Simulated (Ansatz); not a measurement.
`N=[C](F)[Zn][F]` + dimethylamine → `C[N](C)[Zn][F]` + `N=CF`  (ligand exchange at a Zn–C bond)

Computed with Ansatz on PBE0-D4/def2-TZVP structures; ΔE is electronic, products minus reactants. CBS: MP2 limit from def2 TZ/QZ plus the TZ coupled-cluster correction, frozen cores. This one scheme is used for every species. DFT in def2-TZVPP. B3LYP here is the variant with VWN-RPA as its local correlation; programs differ in this. For Zn outer-core shells are correlated without core-valence functions, which leaves a few kJ/mol of doubt a bond. Scalar relativity is left out up to krypton. One conformer a species, not always the lowest.

```json
{"level": "PBE-D4", "ΔE (kJ/mol)": "1.6", "difference from CCSD(T)/CBS": "11.7"}
{"level": "B97M-V", "ΔE (kJ/mol)": "-1.7", "difference from CCSD(T)/CBS": "8.4"}
{"level": "PBE0-D4", "ΔE (kJ/mol)": "-3.5", "difference from CCSD(T)/CBS": "6.6"}
{"level": "B3LYP-D4", "ΔE (kJ/mol)": "-4.5", "difference from CCSD(T)/CBS": "5.6"}
{"level": "BHLYP-D4", "ΔE (kJ/mol)": "-8.8", "difference from CCSD(T)/CBS": "1.3"}
{"level": "B2PLYP", "ΔE (kJ/mol)": "-7.1", "difference from CCSD(T)/CBS": "3.0"}
{"level": "r2SCAN", "ΔE (kJ/mol)": "-2.7", "difference from CCSD(T)/CBS": "7.4"}
{"level": "PBE0", "ΔE (kJ/mol)": "-1.7", "difference from CCSD(T)/CBS": "8.4"}
{"level": "BHLYP", "ΔE (kJ/mol)": "-6.1", "difference from CCSD(T)/CBS": "4.0"}
{"level": "CAM-B3LYP", "ΔE (kJ/mol)": "-5.4", "difference from CCSD(T)/CBS": "4.7"}
{"level": "LC-ωPBE", "ΔE (kJ/mol)": "-6.4", "difference from CCSD(T)/CBS": "3.7"}
{"level": "RPA@PBE/def2-TZVPP", "ΔE (kJ/mol)": "-11.4", "difference from CCSD(T)/CBS": "-1.3"}
{"level": "MP2/def2-TZVPP", "ΔE (kJ/mol)": "-16.1", "difference from CCSD(T)/CBS": "-6.0"}
{"level": "SCS-MP2/def2-TZVPP", "ΔE (kJ/mol)": "-15.0", "difference from CCSD(T)/CBS": "-4.9"}
{"level": "MP2/CBS(def2)", "ΔE (kJ/mol)": "-15.4", "difference from CCSD(T)/CBS": "-5.3"}
{"level": "CCSD/CBS(def2)", "ΔE (kJ/mol)": "-10.7", "difference from CCSD(T)/CBS": "-0.6"}
{"level": "CCSD(T)/CBS", "ΔE (kJ/mol)": "-10.1", "difference from CCSD(T)/CBS": "0"}
```

Largest T1 diagnostic among the species: 0.017.

From BLYP to BHLYP (50 % exact exchange), in def2-TZVPP and without D4, ΔE moves by −9.5 kJ/mol. Leaving LDA and LC-ωPBE aside and taking each functional with its dispersion term where it has one, the values, not all of them listed here, spread over 11.7 kJ/mol, from PBE-QIDH to revPBE-D4. LDA lies −7.8 kJ/mol from PBE without D4. The D4 term adds −3.1 kJ/mol with B3LYP and −1.8 kJ/mol with PBE0; it sums over pairs of atoms, weighted by their polarisabilities, and B3LYP, whose exchange is more repulsive, gets the larger term.

CCSD(T)/CBS has its own doubt, a few kJ/mol and more with outer-core shells, so smaller differences from it don't rank the levels.
